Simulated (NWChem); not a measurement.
System: HSO$_{3}$ cation; SMILES O=S(=O)=[OH+]

```xyz
5

O     -1.4537     0.1712     0.0000
S     -0.0470    -0.0968     0.0000
O      0.7028    -1.3103     0.0000
O      0.8947     1.1463     0.0000
H      0.4166     2.0180     0.0000
```
Atoms are numbered in this order, from 1.

Level: B3LYP/6-31G* (spherical d) (NWChem), optimised geometry, unscaled harmonic frequencies. 

Question: List the harmonic frequencies with IR intensities, and the thermochemistry.

Answer: 
```json
[
 {"frequency (cm⁻¹)": "398", "IR intensity (km/mol)": "33.6"},
 {"frequency (cm⁻¹)": "416", "IR intensity (km/mol)": "21.7"},
 {"frequency (cm⁻¹)": "455", "IR intensity (km/mol)": "27.2"},
 {"frequency (cm⁻¹)": "493", "IR intensity (km/mol)": "170.8"},
 {"frequency (cm⁻¹)": "876", "IR intensity (km/mol)": "101.1"},
 {"frequency (cm⁻¹)": "1136", "IR intensity (km/mol)": "155.3"},
 {"frequency (cm⁻¹)": "1224", "IR intensity (km/mol)": "30.2"},
 {"frequency (cm⁻¹)": "1498", "IR intensity (km/mol)": "95.0"},
 {"frequency (cm⁻¹)": "3481", "IR intensity (km/mol)": "404.9"}
]
```

zero-point energy: 14.3 kcal/mol
thermal correction to the enthalpy at 298.15 K (with zero-point energy): 17.4 kcal/mol
heat capacity Cv: 12.5 cal/(mol K)
entropy at 298.15 K and 1 atm (symmetry number 1): 66.8 cal/(mol K)

Rigid rotor and harmonic oscillator.
